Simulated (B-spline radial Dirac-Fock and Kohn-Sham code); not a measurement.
## Cl⁷⁺ 1s: cross section and angular parameters

System: chlorine as Cl⁷⁺ in the configuration [He] 2s2 2p6; threshold 2949.1 eV (orbital energy of the model). The computed values come from a radial finite-basis atomic code: Dirac-Hartree-Slater photoionisation with a Latter tail; cross sections with all multipoles, angular parameters from the dipole term and its interference with E2.

```tsv
hν (eV)	σ (kb)	β	γ
3320	60.6	2.000	0.208
3560	50.6	2.000	0.344
4930	?	?	?
6000	12.7	2.000	1.115
9251.7	3.80	2.000	1.717
12000	1.80	2.000	2.105
15000	0.933	1.999	2.464
```

Task: Give the values at 4930 eV.

Result: σ = 21.7 kb, β = 2.000, γ = 0.845. For an s subshell δ is negligible.
